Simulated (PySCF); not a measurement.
FH6SbSi2.
Numbering: `[F:1][SiH2:2][SbH:3][SiH3:4]` (hydrogens: H5, H6 on Si2; H7 on Sb3; H8, H9, H10 on Si4)

Method: PBE0-D3(BJ)/def2-SVP geometry optimisation, gas phase, def2 core potentials past Kr in PySCF 2.14.0.

Question: What internal coordinates does the optimisation give?

Answer: 
| bond | length (Å) | order |
| --- | --- | --- |
| F1–Si2 | 1.631 | single |
| Si2–Sb3 | 2.571 | single |
| Sb3–Si4 | 2.582 | single |
| Si2–H5, Si2–H6 | 1.493 | single |
| Sb3–H7 | 1.720 | single |
| Si4–H8, Si4–H9, Si4–H10 | 1.494 | single |

Bonds in one row agree within 0.01 Å and their mean is given. Orders are formal, as drawn. A selection of angles:
| angle | degrees |
| --- | --- |
| F1–Si2–Sb3 | 107.6 |
| F1–Si2–H5 | 107.5 |
| Sb3–Si2–H5 | 113.1 |
| Sb3–Si2–H6 | 110.9 |
| H5–Si2–H6 | 109.5 |
| Si2–Sb3–Si4 | 89.4 |
| Si2–Sb3–H7 | 88.6 |
| Si4–Sb3–H7 | 90.9 |
| Sb3–Si4–H8 | 109.6 |
| Sb3–Si4–H9 | 111.8 |
| Sb3–Si4–H10 | 108.1 |
| H8–Si4–H9 | 109.2 |

Dihedral angles: F1–Si2–Sb3–Si4 76° (synclinal). The mirror-image conformer, all signs reversed, is as good.

Si4 (SiH3 silicon) is tetrahedral (angles from 108.1° to 111.8°). Si2 (fluorine-bound silicon) is distorted tetrahedral (angles from 107.5° to 113.1°). Sb3 (antimony bonded to 2 Si and H) is pyramidal (angles 90.9°, 89.4° and 88.6°, sum 268.9°, 1.26 Å off the plane of its three neighbours).

Point group: C1 (no symmetry element, even within 0.4 Å). PBE0-D3(BJ)/def2-SVP frequencies: not computed here. The numbers are those of one conformer.
